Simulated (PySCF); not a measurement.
# Bond lengths and vibrations by method: H3OSi anion

Calculated results; nothing here was measured. The program is PySCF 2.14.0, an open-source quantum chemistry code, run on an isolated molecule that a program drew, which may never have been made. The molecule is H3OSi anion (charge -1, singlet), drawn as the SMILES string `[O-][SiH3]`.

The geometry was optimised and harmonic frequencies were computed with HF and MP2, all in the aug-cc-pV(D+d)Z basis, for the commonest isotopes, with a restricted reference for singlets and an unrestricted one otherwise, and a frozen core in MP2. Each result is a local minimum of its method.

Geometry at the HF minimum:
```xyz
5
H3OSi anion, angstrom
O    -0.1824    1.9134   -0.5264
Si   -0.5348    1.9149    0.9909
H    -1.6700    2.8335    1.4247
H     0.5766    2.3293    1.9469
H    -0.9724    0.5838    1.5888
```

Lengths of the bonds as drawn, in Å (atoms numbered as above):
```
  bond     HF    MP2
O1-Si2  1.558  1.604
Si2-H3  1.523  1.526
Si2-H4  1.523  1.526
Si2-H5  1.523  1.526
```

Rotational constants, in GHz:
| constant | HF | MP2 |
|---|---|---|
| A | 89.96 | 90 |
| B | 15.84 | 15.07 |
| C | 15.84 | 15.07 |

Harmonic frequencies in cm^-1, each column in rising order, so a row needn't be the same motion in every method:
```
rank,HF,MP2
1,785,722
2,785,722
3,1029,962
4,1029,979
5,1055,979
6,1142,?
7,2006,1985
8,2006,1985
9,2116,2067
```

**Estimate the missing MP2 frequency from the HF column.**

A single factor s that minimises the squared misfit of MP2 against s times HF over the other rows is sum(HF x MP2) / sum(HF^2) = 0.9713, with an rms misfit of 35 cm^-1. For rank 6 it gives 0.9713 x 1142 = 1109 cm^-1. The calculation gives 1058 cm^-1, 51 cm^-1 below the estimate. The drawn bonds are on average 0.9 % longer in MP2 than in HF.
